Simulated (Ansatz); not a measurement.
Consider the atomization: `BOC(=N)Cl` → B• + C• + Cl• + 3 H• + N• + O•.

Program: Ansatz. Geometries: PBE0-D4/def2-TZVP. ΔE: electronic, gas phase. CCSD(T)/CBS adds triple-zeta CCSD(T) − MP2 to the extrapolated MP2 energy (def2 sets, frozen cores). This one scheme is used for every species, atoms too. DFT in def2-TZVPP. B3LYP here is the variant with VWN-RPA as its local correlation; programs differ in this. Open shells (•) are unrestricted, without spin–orbit coupling. Spin–orbit coupling would lower the free atoms: a little for B, C, Cl, O. Each species was taken in one conformer, which may not be the lowest.

CCSD(T)/CBS gives +3047.4 kJ/mol.

Question: Another level gave +3073.0 kJ/mol. Which?
A. B3LYP/def2-TZVPP
B. B3LYP-D4/def2-TZVPP
C. LDA (SPW92)/def2-TZVPP
D. CCSD(T)/def2-TZVPP

Answer: B. B3LYP-D4 3073.0, LDA (SPW92) 3625.2, B3LYP 3047.2, CCSD(T)/def2-TZVPP 2954.5 kJ/mol.

Largest T1 diagnostic among the species: 0.014.

In def2-TZVPP, CCSD(T) changes the Hartree–Fock value by +872.2 kJ/mol (the triples alone add +69.3 kJ/mol) and MP2 by +976.0 kJ/mol; breaking electron pairs costs correlation energy, which Hartree–Fock lacks. From BLYP to BHLYP (50 % exact exchange), in def2-TZVPP and without D4, ΔE moves by −156.2 kJ/mol: exact exchange takes away binding that semilocal exchange gives to molecules.

For atomizations the MP2-based limit and the directly extrapolated one differ by several kJ/mol either way, and by 10 to 25 for some Ge, Se and Sn compounds, so smaller differences from it don't rank the levels.
